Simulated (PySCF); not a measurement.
[C6H8FN]+: g tensor and hyperfine couplings

Compound: C6H8FN (charge +1 and doublet state).
SMILES with atom numbers: `[H]/[N:8]=[C:7]1/[C@@H:2]([CH3:1])[CH2:3][CH+:4][C:5]1[F:6]` (hydrogens: H9, H10, H11 on C1; H12 on C2; H13, H14 on C3; H15 on C4; H16 on N8)

Structure used (GFN2-xTB), in Å, numbered top down from 1:
```xyz
16
C6H8FN angstrom
C     -1.3415    1.3308   -0.1586
C     -0.4111    0.3395    0.5064
C     -0.7876   -1.1336    0.2905
C      0.4530   -1.8025   -0.1463
C      1.4437   -0.9209   -0.3274
F      2.6901   -1.1394   -0.6834
C      1.0265    0.4633   -0.0154
N      1.6764    1.5067   -0.0572
H     -1.0476    2.3547    0.0544
H     -1.3823    1.1855   -1.2367
H     -2.3520    1.1803    0.2271
H     -0.3339    0.5705    1.5759
H     -1.1777   -1.5946    1.2041
H     -1.5714   -1.2485   -0.4642
H      0.5331   -2.8578   -0.3562
H      2.5749    1.7749   -0.4244
```

Computed, not measured: PySCF 2.14.0, UKS B3LYP, pcH-1 on C F H N, non-relativistic, mean-field spin-orbit, GIAO. Geometry: GFN2-xTB; no solvent, vibrations or thermal averaging. Couplings are sensitive to structure, and on GFN2-xTB geometries they can be far from those on DFT ones, by a factor of two or more for some ions and for spin on atoms past the first row. The SCF solution wasn't tested for stability.

| Quantity | Value |
| --- | --- |
| g1, g2, g3 | 2.00232, 2.00375, 2.00496 |
| g_iso | 2.00368 |
| Form of g | rhombic: the two nearest values differ by 46 % of g3 − g1 |
| ⟨S²⟩ | 0.7569 (exact 0.7500) |
| Total energy | -387.71104 Eh |

Isotropic coupling and dipolar principal values T1 to T3, in MHz:

| atom | isotope | a_iso | T1 | T2 | T3 | Mulliken spin population |
| --- | --- | --- | --- | --- | --- | --- |
| C1 | 13C | -5.4 | -1.3 | -0.7 | 2.0 | 0.01 |
| C2 | 13C | 18.3 | -12.6 | -11.4 | 23.9 | 0.10 |
| C3 | 13C | -5.7 | -2.0 | -1.1 | 3.1 | 0.00 |
| C4 | 13C | -1.1 | -6.7 | -4.3 | 10.9 | 0.03 |
| C5 | 13C | 68.7 | -17.3 | -15.2 | 32.5 | 0.14 |
| F6 | 19F | 18.3 | -59.8 | -51.2 | 111.1 | 0.02 |
| C7 | 13C | -14.5 | -19.1 | 1.8 | 17.4 | -0.09 |
| N8 | 14N | 100.8 | -34.0 | -28.1 | 62.1 | 0.74 |
| H9 | 1H | -0.3 | -4.1 | -2.0 | 6.1 | 0.00 |
| H10 | 1H | 6.8 | -2.4 | -1.4 | 3.7 | 0.00 |
| H11 | 1H | 18.6 | -2.2 | -0.9 | 3.2 | 0.01 |
| H12 | 1H | 8.4 | -6.1 | 0.6 | 5.5 | 0.00 |
| H13 | 1H | 45.6 | -2.2 | -1.3 | 3.5 | 0.02 |
| H14 | 1H | 1.3 | -1.7 | -1.4 | 3.1 | 0.00 |
| H15 | 1H | 12.7 | -3.4 | -1.2 | 4.7 | 0.00 |
| H16 | 1H | 63.6 | -36.1 | -14.4 | 50.5 | 0.01 |

The largest Mulliken spin populations are on N8 (+0.74), C5 (+0.14), C2 (+0.10) and C7 (-0.09).

C5, the radical centre as drawn in `[H]/N=C1\[C](F)[CH+]C[C@@H]1C`, holds a spin population of +0.14 out of 1.

Axes: g2 points within 7° of the C4–C5 bond.

Under fast tumbling the dipolar parts average out, and these isotropic splittings remain (the largest six): 1 × 14N (N8, I = 1, 3 lines) with 3.59 mT, 1 × 1H (H16, I = 1/2, 2 lines) with 2.27 mT, 1 × 1H (H13, I = 1/2, 2 lines) with 1.63 mT, 1 × 19F (F6, I = 1/2, 2 lines) with 0.65 mT, 1 × 1H (H15, I = 1/2, 2 lines) with 0.45 mT and 1 × 1H (H12, I = 1/2, 2 lines) with 0.30 mT.

Nuclei that the bonding pattern makes equivalent are averaged, as if the motion that swaps them (rotation, inversion, ring flip) were fast. The three 1H nuclei of mean +8.3 MHz run from -0.3 to 18.6 MHz in the frozen geometry.

The 13C coupling of C5 (68.7 MHz) shows only in satellite lines or after enrichment, since that isotope makes up about 1.07 % of natural carbon.
